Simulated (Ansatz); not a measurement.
Mulliken charges of CH5GeNS (`N=[C](S)[GeH3]`) from PBE/def2-TZVPP in Ansatz (PBE0-D4/def2-TZVP geometry).

```
atom   x (Å)   y (Å)   z (Å)  charge (e)
  N1   0.023   0.745  -1.710      -0.225
  C2   0.301   0.467  -0.510      -0.017
  S3   1.653   1.208   0.372      -0.121
 Ge4  -0.801  -0.882   0.416       0.093
  H5   0.645   1.444  -2.123       0.143
  H6   1.443   0.613   1.557       0.112
  H7  -1.994  -1.231  -0.473       0.011
  H8   0.074  -2.115   0.690       0.005
  H9  -1.256  -0.296   1.764       0.001
```

**Question.** By hand: the dipole of these point charges (1 e Å = 4.8032 D).

**Answer.** Σ q r = (-0.054, -0.153, 0.258) e Å, of length 0.305 e Å = 1.46 D.

**Question.** How does the dipole of the full density compare? (Best estimate.)

**Answer.** The calculation gave: (0.102, -0.029, 0.287) e Å, 1.47 D; the point charges give 0.99 times that, at 39° from its direction.

Point charges leave out the atoms' own dipoles, such as those of lone pairs, and Mulliken's split depends on the basis, so the two needn't agree.
